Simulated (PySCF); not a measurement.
PySCF input file for B(vinyl)(OH)2 (C2H5BO2), SMILES C(B(O)O)=C, C-PCM-M06-2X/def2-SVP. Geometry: B3LYP-D3(BJ)/def2-SVP. Other conformers were not sampled.

```python
import numpy as np
from pyscf import gto, scf, dft
from pyscf.solvent import pcm

mol = gto.M(
    atom='''
    B    -0.01435554   -0.50797875    0.00000000
    C    -0.65967766    0.91991547    0.00000000
    C     0.06806936    2.04619154   -0.00000000
    H    -1.75471267    1.02089281   -0.00000000
    H    -0.38642992    3.04305931   -0.00000000
    H     1.16247165    2.00492076    0.00000000
    O     1.34325325   -0.62422341   -0.00000000
    H     1.62327282   -1.54892432    0.00000000
    O    -0.75760366   -1.66009071   -0.00000000
    H    -1.70837111   -1.50218389   -0.00000000
    ''',
    basis='def2-SVP',
    charge=0,
    spin=0,
    max_memory=1600,
    verbose=3,
)
mf = dft.RKS(mol, xc='m06-2x').density_fit(auxbasis='def2-universal-jkfit')
mf.grids.level = 4
mf.conv_tol = 1e-9
mf.max_cycle = 100
mf.kernel()
res = {}
for name, eps in {'water': 78.355, 'n-hexane': 1.8819, 'diethylether': 4.24}.items():
    s = mf.PCM()
    s.with_solvent.method, s.with_solvent.eps, s.with_solvent.lebedev_order = 'C-PCM', eps, 29
    s.kernel(mf.make_rdm1())
    res[name] = (s.e_tot, eps, s.dip_moment(), s.mo_energy, s.converged)
    print(f'{name}: electrostatic solvation free energy {(s.e_tot - mf.e_tot) * 627.509474:.3f} kcal/mol')
```

It prints:

```
converged SCF energy = -254.315554620668

WARN: PCM is an experimental feature. It is still in testing.
Features and APIs may be changed in the future.

converged SCF energy = -254.326431560192
Dipole moment(X, Y, Z, Debye): -1.69396, -0.43646,  0.00000
water: electrostatic solvation free energy -6.825 kcal/mol

WARN: PCM is an experimental feature. It is still in testing.
Features and APIs may be changed in the future.

converged SCF energy = -254.320469081423
Dipole moment(X, Y, Z, Debye): -1.44098, -0.35734, -0.00000
n-hexane: electrostatic solvation free energy -3.084 kcal/mol

WARN: PCM is an experimental feature. It is still in testing.
Features and APIs may be changed in the future.

converged SCF energy = -254.323791752357
Dipole moment(X, Y, Z, Debye): -1.57567, -0.39856,  0.00000
diethylether: electrostatic solvation free energy -5.169 kcal/mol
```

The run converged.

Cost: roughly 80 core-seconds.
